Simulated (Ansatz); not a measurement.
Energy difference R1 → P1 + P2, each structure at its B3LYP-D3(BJ)/def2-TZVP stationary point, reached from a drawn start (curvature not checked).
P1: O atom, charge 0, multiplicity 3.
P2: S atom, charge 0, multiplicity 3.
R1, OS (SMILES O=S) (charge 0, multiplicity 3):
```xyz
2

S      0.0000     0.0000    -0.7450
O      0.0000     0.0000     0.7450
```

P less R. No zero-point or thermal terms; open shells are unrestricted; no spin–orbit coupling.

Frozen-core correlation throughout.

The values were computed with Ansatz (a first-principles code) with Gaussian orbitals. All values are computed, each at the level named.

Give the reaction energy at the level wB97M-V/def2-TZVPP.

5.49 eV

Predict the reaction energy from SCS-MP2/cc-pV(T+d)Z.

5.16 eV

What reaction energy does CCSD(T)/cc-pV(Q+d)Z give?

5.28 eV
